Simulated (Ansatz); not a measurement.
The cluster TiO₂⁻. Total charge -1; doublet. Geometry PBE-D4/def2-TZVPD.

Cartesian coordinates in Å:
```
Ti 0.632 0.886 0.340
O -0.880 0.005 -0.290
O 0.248 -0.891 -0.049
```

The structure holds one bond between oxygen atoms, so isomers without such links may lie far lower. At HF/def2-TZVPD, BLYP-D4/def2-TZVPD, PBE0-D4/def2-SVPD, PBE0-D4/def2-TZVPD and others the charge -1 doublet is spin-contaminated (final ⟨S²⟩ up to 1.61, 0.75 for a pure state). At BLYP-D4/def2-TZVPD, PBE0-D4/def2-SVPD, PBE0-D4/def2-TZVPD the highest occupied level of the charge -1 doublet lies above zero (up to 1.30 eV). It is a level of α spin, whose loss leaves a singlet; that state wasn't run at this geometry and level. The electron is either unbound and held by the finite basis, or the level is raised by self-interaction error. The structure comes from a short search, and lower isomers may exist.

Estimate the α-spin orbital energies around the gap (eV) in Ansatz with HF/def2-TZVPD, BLYP-D4/def2-TZVPD, PBE0-D4/def2-SVPD, PBE0-D4/def2-TZVPD, CAM-B3LYP-D4/def2-TZVPD.


```csv
orbital,HF/def2-TZVPD,BLYP-D4/def2-TZVPD,PBE0-D4/def2-SVPD,PBE0-D4/def2-TZVPD,CAM-B3LYP-D4/def2-TZVPD
HOMO−9,-45.21,-32.53,-36.55,-36.50,-37.79
HOMO−8,-31.22,-21.24,-23.99,-24.27,-25.47
HOMO−7,-23.44,-14.61,-16.78,-17.27,-18.49
HOMO−6,-10.02,-5.78,-7.12,-7.12,-8.29
HOMO−5,-9.75,-4.75,-6.39,-6.37,-7.65
HOMO−4,-9.18,-4.63,-6.26,-6.27,-7.59
HOMO−3,-6.08,-2.03,-3.36,-3.35,-4.58
HOMO−2,-5.93,-0.67,-1.94,-1.94,-3.23
HOMO−1,-4.74,0.86,-1.14,-1.15,-2.54
HOMO,-2.91,1.30,0.07,0.02,-1.00
LUMO,4.10,1.88,2.81,2.74,3.34
LUMO+1,4.25,2.13,2.93,2.78,3.42
LUMO+2,4.57,2.28,3.04,2.81,3.51
LUMO+3,5.25,2.32,3.67,3.47,4.37
LUMO+4,6.67,3.02,4.18,3.74,4.91
LUMO+5,7.05,3.46,4.46,3.91,4.92
β HOMO,-1.36,1.17,0.32,0.32,-0.55
β LUMO,3.88,2.15,3.07,2.79,3.38
```
